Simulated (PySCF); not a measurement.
## MF₃ across the fourth-period p block

Level: PBE0, basis family def2-TZVP, no relativity.

Each entry is the lowest minimum that a search over a few typed start shapes (and spin states, where more than one is plausible) found, or that minimum re-optimised at the stated level; isomers with ligand–ligand bonds, or fragments after loss of a ligand pair, can lie lower. Open shells are unrestricted; no spin–orbit coupling; PySCF with density fitting.

```json
{"molecule": "GaF₃", "2S+1": "?", "point group": "?", "mean bond to the central atom (Å)": "?", "polar-tensor charge of the central atom": "?", "gap (eV)": "?", "lowest ω (cm⁻¹)": "?", "dipole (D)": "?"}
{"molecule": "AsF₃", "2S+1": "1", "point group": "C3v", "mean bond to the central atom (Å)": "1.715", "polar-tensor charge of the central atom": "1.83", "gap (eV)": "8.93", "lowest ω (cm⁻¹)": "259", "dipole (D)": "2.45"}
{"molecule": "BrF₃", "2S+1": "1", "point group": "C2v", "mean bond to the central atom (Å)": "1.780", "polar-tensor charge of the central atom": "1.73", "gap (eV)": "5.53", "lowest ω (cm⁻¹)": "249", "dipole (D)": "1.33"}
```

Q: Fill in the row of GaF₃.

A: 2S+1: 1; point group: D3h; mean bond to the central atom (Å): 1.724; polar-tensor charge of the central atom: 1.86; gap (eV): 9.42; lowest ω (cm⁻¹): 182; dipole (D): 0.00.

Left out of the table are members whose search was unfinished or whose lowest solution was spin-contaminated, unstable, very soft or bonded differently.
